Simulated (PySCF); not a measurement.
Cl₃Ga, SMILES [Cl][Ga-]([Cl])[Cl], charge -1, multiplicity 2. Coordinates come from a B3LYP-D3(BJ)/def2-SVPD optimisation.

These are B3LYP-D3(BJ)/def2-SVPD (PySCF) values and carry that method's errors.

Harmonic wavenumbers (cm⁻¹): 98, 98, 125, 284, 302, 302. Rotational constants (GHz): 1.826, 1.826, 1.018; symmetry number 3.

Work out the zero-point energy and the ideal-gas rigid-rotor harmonic-oscillator thermochemistry at 298.15 K and 1 atm.

ZPE = ½ Σ hcν = ½ × 1209 cm⁻¹ = 1.73 kcal/mol. H − E(el) = 6.26 kcal/mol. Entropy in cal/(mol K): translation 41.40, rotation 26.76, vibration 14.34, spin 1.38, total 83.88. G − E(el) = -18.75 kcal/mol. Cp = 18.82 cal/(mol K). Modes under 150 cm⁻¹ make the vibrational entropy uncertain.
